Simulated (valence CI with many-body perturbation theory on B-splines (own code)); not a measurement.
Eu L: calculated level list

Computed by relativistic CI+MBPT: four valence electrons over a frozen Dirac-Fock core [Ne], a basis of 9 s, 9 p, 8 d, 6 f, 3 g, 1 h functions for each j, with the one-electron correlation potential Σ1, the two-electron term Σ2, the three-electron term Σ3, Breit, model QED; selected CI, second order for the rest, scaled by the run's own slope (own B-spline code, finite nucleus).

No measured spectrum was set against this ion. As an estimate, large intervals hold to a few tenths of a per cent, small ones and those within an open d or f shell to about a per cent.

Levels 1 to 36 of 36, with energies above the lowest level, (3s^2 3p1/2^2) J=0. "Leading %" is the weight of the configuration and term that name the level; weights of strongly mixed levels are sums over their largest components and can fall short, so below about 35 % the name and the second component can differ from the true leading terms, or belong to a minority configuration. In the jj column 3d3/2^4 stands for four electrons in 3d with j = 3/2. Lifetimes count E1, E2, E3, M1 and M2 decay at the calculated energies, and are blank where another channel may lead or the interval is too uncertain; long ones can be off by a factor of two.

```csv
No.,Configuration,Term,J,E (eV),Leading %,Lifetime,Second component,Leading jj
1,3s2 3p2,3P,0,0.00,70,,29 % 3s2 3p2 1S,3s^2 3p1/2^2 (99 %)
2,3s2 3p2,3P,1,158.30,99,38.4 ns,,3s^2 3p1/2 3p3/2 (99 %)
3,3s2 3p2,1D,2,166.07,63,4.62 μs,36 % 3s2 3p2 3P,3s^2 3p1/2 3p3/2 (99 %)
4,3s 3p3,3P°,2,288.49,44,64.1 ps,32 % 3s 3p3 5S°,3s 3p1/2^2 3p3/2 (95 %)
5,3s 3p3,3D°,1,312.14,35,3.79 ps,22 % 3s 3p3 1P°,3s 3p1/2^2 3p3/2 (83 %)
6,3s2 3p2,3P,2,330.05,62,20.4 ns,36 % 3s2 3p2 1D,3s^2 3p3/2^2 (98 %)
7,3s2 3p 3d,3F°,2,337.84,74,193 ps,20 % 3s2 3p 3d 1D°,3s^2 3p1/2 3d3/2 (98 %)
8,3s2 3p2,1S,0,346.84,69,16.3 ns,29 % 3s2 3p2 3P,3s^2 3p3/2^2 (98 %)
9,3s2 3p 3d,3D°,1,371.67,47,695 fs,23 % 3s2 3p 3d 1P°,3s^2 3p1/2 3d3/2 (84 %)
10,3s2 3p 3d,3P°,2,389.42,40,7.59 ps,32 % 3s2 3p 3d 3D°,3s^2 3p1/2 3d5/2 (90 %)
11,3s2 3p 3d,3F°,3,390.62,53,11.8 ps,22 % 3s2 3p 3d 3D°,3s^2 3p1/2 3d5/2 (95 %)
12,3s 3p3,3D°,2,444.14,50,4.27 ps,38 % 3s 3p3 5S°,3s 3p1/2 3p3/2^2 (89 %)
13,3s 3p3,3D°,3,457.03,90,7.65 ps,7 % 3s2 3p 3d 3F°,3s 3p1/2 3p3/2^2 (90 %)
14,3s 3p3,3P°,0,466.76,88,4.77 ps,11 % 3s2 3p 3d 3P°,3s 3p1/2 3p3/2^2 (88 %)
15,3s 3p2 3d,5F,1,471.04,45,30.0 ps,34 % 3s 3p2 3d 3D,3s 3p1/2^2 3d3/2 (97 %)
16,3s 3p2 3d,3D,2,476.57,28,30.8 ps,23 % 3s 3p2 3d 5F,3s 3p1/2^2 3d3/2 (94 %)
17,3s 3p3,3P°,1,477.66,38,2.77 ps,22 % 3s 3p3 3D°,3s 3p1/2 3p3/2^2 (84 %)
18,3s 3p3,1D°,2,479.35,56,2.04 ps,10 % 3s2 3p 3d 3D°,3s 3p1/2 3p3/2^2 (73 %)
19,3s 3p3,3S°,1,487.91,35,970 fs,22 % 3s 3p3 3P°,3s 3p1/2 3p3/2^2 (95 %)
20,3s 3p2 3d,3D,3,519.76,30,8.59 ps,23 % 3s 3p2 3d 5D,3s 3p1/2^2 3d5/2 (95 %)
21,3s2 3p 3d,3F°,3,527.02,39,1.27 ps,34 % 3s2 3p 3d 1F°,3s^2 3p3/2 3d3/2 (90 %)
22,3s2 3p 3d,3D°,2,528.17,42,677 fs,17 % 3s2 3p 3d 1D°,3s^2 3p3/2 3d3/2 (74 %)
23,3s2 3p 3d,3P°,1,529.04,48,845 fs,32 % 3s2 3p 3d 3D°,3s^2 3p3/2 3d3/2 (85 %)
24,3s2 3p 3d,3P°,0,530.26,88,975 fs,11 % 3s 3p3 3P°,3s^2 3p3/2 3d3/2 (88 %)
25,3s 3p2 3d,3F,2,531.05,29,7.75 ps,21 % 3s 3p2 3d 1D,3s 3p1/2^2 3d5/2 (91 %)
26,3s2 3p 3d,3F°,4,544.79,99,43.7 ns,,3s^2 3p3/2 3d5/2 (99 %)
27,3s2 3p 3d,3P°,2,550.39,43,15.9 ps,37 % 3s2 3p 3d 1D°,3s^2 3p3/2 3d5/2 (92 %)
28,3s2 3p 3d,3D°,3,573.31,53,2.66 ps,42 % 3s2 3p 3d 1F°,3s^2 3p3/2 3d5/2 (92 %)
29,3s2 3p 3d,1P°,1,580.35,64,3.91 ps,22 % 3s2 3p 3d 3P°,3s^2 3p3/2 3d5/2 (94 %)
30,3p4,3P,2,605.65,29,4.72 ps,14 % 3s 3p2 3d 5F,3s 3p1/2 3p3/2 3d3/2 (50 %)
31,3s 3p2 3d,5D,0,612.86,69,22.1 ps,10 % 3s 3p2 3d 3P,3s 3p1/2 3p3/2 3d3/2 (88 %)
32,3s 3p2 3d,5D,1,615.41,54,37.6 ps,21 % 3s 3p2 3d 5F,3s 3p1/2 3p3/2 3d3/2 (98 %)
33,3s 3p2 3d,5F,3,619.40,46,33.8 ps,34 % 3s 3p2 3d 3F,3s 3p1/2 3p3/2 3d3/2 (94 %)
34,3s 3p2 3d,5F,2,620.41,29,2.96 ps,20 % 3p4 3P,3s 3p1/2 3p3/2 3d3/2 (59 %)
35,3p4,1S,0,626.97,40,2.25 ps,25 % 3p4 3P,3p1/2^2 3p3/2^2 (65 %)
36,3s 3p2 3d,3F,4,632.25,29,80.5 ps,28 % 3s 3p2 3d 5F,3s 3p1/2 3p3/2 3d3/2 (89 %)
```

The ionisation energy to 3s2 3p 2P°_1/2 of the next ion comes out as 4402.1 eV (NIST: 4400 ± 4 eV (theoretical)). All 36 levels together are meant to be complete up to 637.38 eV.
